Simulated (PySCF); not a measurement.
Species: C5H4O2S.
Bonds: O1–C2 (double), C2–O3, C2–C4, C4–C5 (aromatic), C5–C6 (aromatic), C6–S7 (aromatic), S7–C8 (aromatic), C4–C8 (aromatic). Hydrogens: H9 on O3; H10 on C5; H11 on C6; H12 on C8.

The same species was optimised twice, with GFN2-xTB and with PBE0-D3(BJ)/def2-SVP (PySCF), and the same property calculations (PySCF, gas phase) were run on both structures.

| coordinate | GFN2-xTB | PBE0-D3(BJ)/def2-SVP | change |
| --- | --- | --- | --- |
| C5–C6 (Å) | 1.352 | 1.366 | +0.014 |
| C4–C8 (Å) | 1.369 | 1.377 | +0.008 |
| C2–C4 (Å) | 1.466 | 1.474 | +0.008 |
| C4–C5 (Å) | 1.423 | 1.427 | +0.004 |
| C2–O3 (Å) | 1.345 | 1.342 | -0.003 |
| C6–S7 (Å) | 1.725 | 1.723 | -0.002 |
| O1=C2 (Å) | 1.206 | 1.205 | -0.001 |
| S7–C8 (Å) | 1.707 | 1.707 | 0.000 |
| C6–S7–C8 (°) | 91.4 | 92.2 | +0.8 |
| C4–C8–S7 (°) | 112.0 | 111.4 | -0.6 |
| C2–C4–C5 (°) | 122.8 | 122.3 | -0.5 |
| O1–C2–C4 (°) | 125.0 | 124.4 | -0.6 |
| O1–C2–O3 (°) | 122.3 | 122.7 | +0.4 |
| C5–C4–C8 (°) | 112.3 | 112.7 | +0.4 |
| C5–C6–S7 (°) | 112.1 | 111.7 | -0.4 |
| C4–C5–C6 (°) | 112.3 | 112.1 | -0.2 |
| O1–C2–C4–C5 (°) | 0 | 0 | 0 |

Rotational constants: A = 4516, B = 1179, C = 934.7 MHz (GFN2-xTB) against A = 4495, B = 1175, C = 931.5 MHz (PBE0-D3(BJ)/def2-SVP). Point groups within 0.08 Å: Cs and Cs.

On the GFN2-xTB structure: HOMO (eV) -7.43 [PBE0/pcSseg-1]; LUMO (eV) -1.35 [PBE0/pcSseg-1]; dipole (D) 1.71 [PBE0/pcSseg-1]; GIAO shielding of O1 (ppm) -80.0 [PBE0/pcSseg-1]; GIAO shielding of C2 (ppm) 20.5 [PBE0/pcSseg-1]; GIAO shielding of O3 (ppm) 135.4 [PBE0/pcSseg-1]; GIAO shielding of C4 (ppm) 50.1 [PBE0/pcSseg-1]; GIAO shielding of C5 (ppm) 51.7 [PBE0/pcSseg-1]; GIAO shielding of C6 (ppm) 53.2 [PBE0/pcSseg-1]; GIAO shielding of S7 (ppm) 261.5 [PBE0/pcSseg-1]; GIAO shielding of C8 (ppm) 43.3 [PBE0/pcSseg-1].

Problem. What do these properties become on the PBE0-D3(BJ)/def2-SVP structure?

Solution. 
```json
{"property": "HOMO (eV)", "level": "PBE0/pcSseg-1", "on GFN2-xTB": "-7.43", "on PBE0-D3(BJ)/def2-SVP": "-7.39", "change": "+0.04"}
{"property": "LUMO (eV)", "level": "PBE0/pcSseg-1", "on GFN2-xTB": "-1.35", "on PBE0-D3(BJ)/def2-SVP": "-1.35", "change": "0.00"}
{"property": "dipole (D)", "level": "PBE0/pcSseg-1", "on GFN2-xTB": "1.71", "on PBE0-D3(BJ)/def2-SVP": "1.65", "change": "-0.06"}
{"property": "energy, GFN2-xTB geometry as zero (kcal/mol)", "level": "PBE0/pcSseg-1", "on GFN2-xTB": "0.0", "on PBE0-D3(BJ)/def2-SVP": "-0.3", "change": "-0.3"}
{"property": "GIAO shielding of O1 (ppm)", "level": "PBE0/pcSseg-1", "on GFN2-xTB": "-80.0", "on PBE0-D3(BJ)/def2-SVP": "-76.6", "change": "+3.4"}
{"property": "GIAO shielding of C2 (ppm)", "level": "PBE0/pcSseg-1", "on GFN2-xTB": "20.5", "on PBE0-D3(BJ)/def2-SVP": "20.1", "change": "-0.4"}
{"property": "GIAO shielding of O3 (ppm)", "level": "PBE0/pcSseg-1", "on GFN2-xTB": "135.4", "on PBE0-D3(BJ)/def2-SVP": "133.6", "change": "-1.8"}
{"property": "GIAO shielding of C4 (ppm)", "level": "PBE0/pcSseg-1", "on GFN2-xTB": "50.1", "on PBE0-D3(BJ)/def2-SVP": "48.0", "change": "-2.1"}
{"property": "GIAO shielding of C5 (ppm)", "level": "PBE0/pcSseg-1", "on GFN2-xTB": "51.7", "on PBE0-D3(BJ)/def2-SVP": "48.7", "change": "-3.0"}
{"property": "GIAO shielding of C6 (ppm)", "level": "PBE0/pcSseg-1", "on GFN2-xTB": "53.2", "on PBE0-D3(BJ)/def2-SVP": "51.3", "change": "-1.9"}
{"property": "GIAO shielding of S7 (ppm)", "level": "PBE0/pcSseg-1", "on GFN2-xTB": "261.5", "on PBE0-D3(BJ)/def2-SVP": "257.6", "change": "-3.9"}
{"property": "GIAO shielding of C8 (ppm)", "level": "PBE0/pcSseg-1", "on GFN2-xTB": "43.3", "on PBE0-D3(BJ)/def2-SVP": "43.3", "change": "0.0"}
```

The heavy atoms differ by 0.009 Å rms after alignment. Among bonds between heavy atoms C5–C6 changes most (+0.014 Å). Changes are differences of the printed values. Neither structure is proved a minimum here.

Conformer computed: `[O:1]=[C:2]([OH:3])[c:4]1[cH:5][cH:6][s:7][cH:8]1`: O1–C2–C4–C5 0°, H–O3–C2–O1 0°.
